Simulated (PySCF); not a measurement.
# Does the structure fit the spectrum?

A compound C₆H₉NOSi gives the data below (simulated from a calculation) and was assigned the structure `N#C[C@@H]1[C@@H]2C[SiH2][C@H]1CO2`.

¹³C{¹H} NMR (computed): δ 124.8 (C), 60.4 (CH), 26.0 (CH2), 23.2 (CH2), 16.8 (C), 11.4 (CH2).

¹H NMR (400 MHz, computed): δ 5.06 (m, 1H), 3.38 (m, 1H), 2.38 (m, 1H), 2.04 (m, 1H), 1.98 (m, 1H), 1.77 (m, 1H), 1.23 (m, 1H), 0.05 (m, 1H), -0.39 (br s, 1H).

Computed data (PySCF 2.14.0 with density-fitted response routines): GIAO PBE0/pcSseg-1 shieldings, structure optimised with GFN2-xTB. One computed conformer, isolated molecule, non-relativistic Hamiltonian.

Shifts are taken against calculated references (same method and geometry level): TMS for ¹H and ¹³C.

Q: Compare with the shifts computed for the proposed structure, pairing carbons in order of shift.

A: Structure with atom numbers: `[N:1]#[C:2][C@@H:3]1[C@@H:4]2[CH2:5][SiH2:6][C@H:7]1[CH2:8][O:9]2`; H(Xn) means a hydrogen on atom n.

```tsv
atom	computed for proposal	given list	difference
C2	124.0	124.8	-0.8
C4	82.6	60.4	+22.2
C8	73.8	26.0	+47.8
C3	37.5	23.2	+14.3
C7	30.3	16.8	+13.5
C5	17.9	11.4	+6.5
```

The rms difference is 23.2 ppm and the largest +47.8 ppm at C8 (sp3 CH2 bonded to O). The carbon types in order of shift don't match either: C, CH, CH2, CH, CH, CH2 for the proposal against C, CH, CH2, CH2, C, CH2 in the data. The proposal doesn't fit.

Q: Which isomer fits?

A: SMILES N#C[Si@@H]1CC[C@]12C[C@H]2O.

- Carbon types of the structure: 2 × C, 1 × CH, 3 × CH2, leaving 2 H on heteroatoms.
- δC 124.8: nitrile carbon; this is the usual window of a C≡N carbon, which has no attached hydrogen.
- δC 60.4, 23.2, 16.8: three-membered-ring carbon.
- δC 11.4: sp3 CH2 bonded to Si; an electropositive neighbour leaves it electron-rich and shielded.
- δH -0.39: hydrogen on an alcohol oxygen; labile proton, position sensitive to the medium.

This is the structure that produced the data.

The OH or NH signal is concentration- and solvent-dependent in practice; the value given is the gas-phase one. Shifts are as computed. Against solution values, carbons near 30 ppm lie about +3 ppm off and those near 130 ppm about +5 ppm. Of 1309 compounds with measured shifts, 239 miss one by over three times the rms of a fit or turn the order of signals round; such compounds aren't used in these exercises. Multiplicities follow the n + 1 count of equivalent neighbours, as no J values were calculated; m marks all less simple cases, F and P coupling included.
